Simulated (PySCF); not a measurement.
A structure optimised at PBE0-D3(BJ)/def2-SVP, used in a PySCF frequency run:

```xyz
13

B     -0.8256     0.0585     0.0000
F     -1.5192    -0.0562     1.1212
F     -1.5192    -0.0562    -1.1212
C      0.7121     0.3599     0.0000
C      1.4083    -0.1183    -1.2734
C      1.4083    -0.1183     1.2734
H      0.7402     1.4712     0.0000
H      2.4596     0.2090    -1.2986
H      1.4076    -1.2187    -1.3369
H      0.9133     0.2633    -2.1783
H      0.9133     0.2633     2.1783
H      2.4596     0.2090     1.2986
H      1.4076    -1.2187     1.3369
```

Task: Write its SMILES, formula and point group.

Result: CC(C)B(F)F, C₃H₇BF₂, Cs

Task: What are its rotational constants (standard atomic weights)?

Result: 4.5637, 2.9285, 1.8828 GHz
